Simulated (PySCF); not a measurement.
A species of formula C6H14O has this rotational fingerprint, computed with PBE0-D3(BJ)/def2-SVP geometry optimisation, gas phase in PySCF:

* Rotational constants: A = 4097, B = 1568, C = 1386 MHz
* Dipole components: |μa| = 0.00 D, |μb| = 0.00 D, |μc| = 1.14 D
* Inertial defect: -81.02 u·Å²
* κ: -0.87

**Question.** Which structure is it? (One computed conformer of each.)
A. `[CH3:1][CH2:2][CH2:3][O:4][CH2:5][CH2:6][CH3:7]` with C1–C2–C3–O4 180°, C2–C3–O4–C5 -174°, C3–O4–C5–C6 -77°, O4–C5–C6–C7 -175° (di-n-propyl ether)
B. `[CH3:1][CH:2]([CH3:3])[O:4][CH:5]([CH3:6])[CH3:7]` with C1–C2–O4–C5 -84°, C2–O4–C5–C6 153° (diisopropyl ether)
C. `[CH3:1][CH2:2][O:3][C@H:4]([CH3:5])[CH2:6][CH3:7]` with C1–C2–O3–C4 -176°, C2–O3–C4–C5 -79°, O3–C4–C6–C7 -60° (s-BuOEt)

**Answer.** B. It is CC(C)OC(C)C, an asymmetric top, point group C2. The candidates at the same level (rigid rotor, commonest isotopes):

```
       SMILES  A (MHz)  B (MHz)  C (MHz)  μa (D)  μb (D)  μc (D)  Δ (u·Å²)  point group                        rotor
  CC(C)OC(C)C     4097     1568     1386    0.00    0.00    1.14    -81.02           C2               asymmetric top
CCO[C@H](C)CC     3465     1656     1213    0.13    0.65    0.82    -34.24           C1               asymmetric top
      CCCOCCC     8429    899.3    858.3    0.29    0.93    0.54    -33.09           C1  near-prolate asymmetric top
```

`CCO[C@H](C)CC` has A 15 % too low; `CCCOCCC` has A 106 % too high. In the right answer the symmetry axis of this C2 structure is c, so μa and μb vanish by symmetry. No structure here is proved a minimum.
